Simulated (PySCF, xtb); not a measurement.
C4H12OSi, SMILES CC[Si@H](C)OC.

GFN2-xTB in xtb at its own geometry gives an orbital gap of 6.39 eV and a dipole moment of 1.57 D.

Geometry: ωB97X-D3(BJ)/def2-SVP. The structure was generated by enumeration; whether it is a known compound was not checked. Other conformers were not sampled.

Question: What does PySCF with PBE0/def2-TZVP give? (The exact figures need the calculation; the answer reports its results.)

Answer: gap 8.56 eV (levels -7.58 and 0.98 eV), dipole 1.60 D.
